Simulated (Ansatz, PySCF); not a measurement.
Gas-phase reaction (SMILES): CB(C)Br [bromo(dimethyl)borane] + N (NH3) -> CB(C)N + Br (HBr); ammonia cleaves one B-Br bond, a model of a ligand-exchange step.

Geometries: B3LYP-D3(BJ)/def2-TZVP minima from Ansatz (a program for electronic structure), one conformer each, not searched for the lowest. Valence correlation only, unless marked. Spin-orbit coupling is left out. The frozen core is the preceding noble-gas configuration, with the filled d and f shells of earlier blocks. Non-relativistic. CBS marks a two-point X^-3 extrapolation of the correlation energy; Hartree-Fock from the larger set. The bracket is a focal-point correction in the basis named. Thermal terms are rigid-rotor harmonic-oscillator values from B3LYP-D3(BJ) frequencies (Ansatz or PySCF) at 298.15 K and 1 atm. 1 Eh = 627.5095 kcal/mol.

```csv
species,"E, RI-MP2/CBS(aug-cc-pVTZ,aug-cc-pVQZ)+[CCSD(T)-MP2]/aug-cc-pVTZ (Ansatz) (Eh)","E, B3LYP-D3(BJ)/def2-TZVPD (Ansatz + dftd3) (Eh)",H - E (Eh),G - E (Eh)
CB(C)Br,-2677.24953,-2678.97218,0.08459,0.04699
N (NH3),-56.50756,-56.58902,0.03799,0.01614
CB(C)N,-160.48757,-160.78487,0.11171,0.07648
Br (HBr),-2573.28323,-2574.79060,0.00927,-0.01328
```

Work out ΔE and ΔH, ΔG, ΔS and the equilibrium constant at 298.15 K at the first level, then ΔH at the second.


1. ΔE = [(-160.48757) + (-2573.28323)] - [(-2677.24953) + (-56.50756)] = -0.01371 Eh = -8.6 kcal/mol at RI-MP2/CBS(aug-cc-pVTZ,aug-cc-pVQZ)+[CCSD(T)-MP2]/aug-cc-pVTZ.
2. The terms H - E add up to -0.00160 Eh, so ΔH = (-0.01371 + (-0.00160))×627.5095 = -9.6 kcal/mol.
3. The terms G - E add up to 0.00007 Eh, so ΔG = -8.6 kcal/mol, and ΔS = (-0.00160 - (0.00007))×627509.5/298.15 = -3.5 cal/(mol K).
4. log10 K = -ΔG/(RT ln 10) = 6.3, with RT ln 10 = 1.3642 kcal/mol.
5. At B3LYP-D3(BJ)/def2-TZVPD the same steps give ΔE = -9.0 and ΔH = -10.0 kcal/mol, a shift of -0.4 from the first level.
6. These values are not checked against measurement here, since the tables used lack a sound gas-phase enthalpy of formation for at least one species.
